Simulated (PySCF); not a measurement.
A structure optimised at B3LYP-D3(BJ)/def2-TZVPD, used in a PySCF frequency run:

```xyz
2

N      0.0000     0.0000    -1.0368
S      0.0000     0.0000     0.4536
```
Charge 0, spin multiplicity 2.

Write its SMILES, formula and point group.

[N]=S, NS, C∞v

What are its rotational constants (standard atomic weights)?

23.339 GHz (linear rotor, B only)
